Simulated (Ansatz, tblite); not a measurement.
Removing and adding an electron: MoO2Cl2 (MoCl₂O₂). The state is a singlet with charge 0. Geometry: PBE-D4/def2-SVP. Ansatz, gas phase; energy differences of separate SCF runs; the oxidised species was run as a doublet alone; the reduced species was run as a doublet alone.

```csv
atom,x (Å),y (Å),z (Å)
Mo1,0.064,0.033,0.073
O2,1.563,0.769,-0.160
O3,-0.172,-0.057,1.740
Cl4,0.106,-2.061,-0.799
Cl5,-1.561,1.316,-0.854
```

In the def2 sets Mo takes a core potential; there is no spin–orbit coupling. The xTB rows come from tblite. HOMO above LUMO, or a gap near zero within one spin, warns that the state may not be the lowest or that an electron is smeared out.

```csv
level,−HOMO (eV),vertical IE (eV),−LUMO (eV),vertical EA (eV),HOMO–LUMO gap (eV),IE − EA (eV),remarks
GFN1-xTB,13.93,16.55,9.48,6.66,4.45,9.90,–
GFN2-xTB,12.85,15.84,9.56,6.75,3.29,9.09,–
PBE-D4/def2-TZVP,8.33,11.37,4.61,–,3.72,–,gap within one spin near zero (+1 doublet)
PBE-D4/def2-TZVPD,8.35,–,4.64,1.73,3.72,–,"HOMO above zero (-1 doublet), restricted SCF unstable in HF (singlet)"
r2SCAN-D4/def2-TZVP,8.73,11.60,4.65,–,4.08,–,restricted SCF unstable in HF (singlet)
r2SCAN-D4/def2-TZVPD,8.73,–,4.65,1.88,4.08,–,"HOMO above zero (-1 doublet), restricted SCF unstable in HF (singlet)"
PBE0-D4/def2-TZVP,9.96,11.77,4.01,–,5.94,–,restricted SCF unstable in HF (singlet)
PBE0-D4/def2-TZVPD,9.96,–,4.02,2.20,5.94,–,restricted SCF unstable in HF (singlet)
```

   A HOMO above zero means that the electron is unbound at that level or that self-interaction error raises the level; the energy of removing that electron tells which. Raw xTB energy differences between charge states are shifted by several eV; the methods need an empirical correction for them.
